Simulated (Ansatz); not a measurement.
`CN(C)c1ccc(-c2ccc(-c3ccc(C#N)[se]3)[se]2)[se]1` with charge +1. Total charge 1; doublet. Geometry r2SCAN-D4/def2-SVP, that of the neutral singlet; atoms count from 1.

```csv
atom,x (Å),y (Å),z (Å)
C1,-4.314,1.721,-3.295
N2,-3.210,2.570,-2.908
C3,-3.156,3.965,-3.291
C4,-2.223,2.083,-2.110
C5,-1.112,2.759,-1.610
C6,-0.256,1.973,-0.808
C7,-0.612,0.648,-0.610
C8,0.044,-0.373,0.140
C9,-0.333,-1.700,0.326
C10,0.524,-2.480,1.128
C11,1.642,-1.836,1.638
C12,2.681,-2.357,2.472
C13,3.799,-1.699,2.978
C14,4.662,-2.474,3.780
C15,4.277,-3.794,3.958
C16,4.931,-4.794,4.700
N17,5.461,-5.639,5.312
Se18,2.669,-4.155,3.043
Se19,1.657,-0.031,1.064
Se20,-2.235,0.282,-1.533
H21,-3.957,0.823,-3.834
H22,-4.987,2.273,-3.964
H23,-4.898,1.382,-2.418
H24,-4.007,4.197,-3.944
H25,-3.200,4.630,-2.409
H26,-2.224,4.192,-3.839
H27,-0.918,3.812,-1.821
H28,0.652,2.387,-0.358
H29,-1.242,-2.108,-0.126
H30,0.322,-3.535,1.339
H31,3.991,-0.645,2.763
H32,5.572,-2.079,4.238
```

Single mean-field runs in def2-TZVP are fitted with def2-universal-jkfit.

(1) Estimate the Mulliken populations of the heavy atoms from the PBE0/def2-TZVP orbitals of Ansatz.

(2) Where does the spin sit?

(3) And the Mayer bond orders between heavy atoms (over 0.3)?

Results:

(1) 
| atom | charge (e) | spin (α − β) |
| --- | --- | --- |
| C1 | -0.35 | -0.01 |
| N2 | 0.03 | 0.18 |
| C3 | -0.35 | -0.02 |
| C4 | 0.06 | 0.06 |
| C5 | -0.19 | 0.15 |
| C6 | -0.14 | 0.00 |
| C7 | -0.01 | 0.20 |
| C8 | 0.00 | 0.01 |
| C9 | -0.13 | 0.14 |
| C10 | -0.14 | -0.04 |
| C11 | 0.02 | 0.20 |
| C12 | -0.04 | -0.06 |
| C13 | -0.13 | 0.11 |
| C14 | -0.17 | -0.05 |
| C15 | 0.17 | 0.13 |
| C16 | -0.29 | -0.04 |
| N17 | 0.04 | 0.07 |
| Se18 | 0.25 | 0.01 |
| Se19 | 0.19 | -0.03 |
| Se20 | 0.17 | -0.04 |
Mulliken values depend strongly on the basis.

(2) Summed by element: C 0.78, N 0.25, Se -0.07, H 0.03, of 1 unpaired in all. Largest on single atoms: C11 0.20, C7 0.20, N2 0.18.

(3) C1–N2 0.93 (1.45 Å); N2–C3 0.93 (1.45 Å); N2–C4 1.36 (1.36 Å); C4–C5 1.31 (1.39 Å); C4–Se20 1.18 (1.89 Å); C5–C6 1.47 (1.41 Å); C6–C7 1.32 (1.39 Å); C7–C8 1.19 (1.43 Å); C7–Se20 1.15 (1.90 Å); C8–C9 1.29 (1.39 Å); C8–Se19 1.20 (1.89 Å); C9–C10 1.43 (1.41 Å); C10–C11 1.32 (1.39 Å); C11–C12 1.13 (1.43 Å); C11–Se19 1.22 (1.89 Å); C12–C13 1.37 (1.39 Å); C12–Se18 1.23 (1.89 Å); C13–C14 1.36 (1.41 Å); C14–C15 1.46 (1.39 Å); C15–C16 1.00 (1.41 Å); C15–Se18 1.20 (1.89 Å); C16–N17 2.96 (1.17 Å).
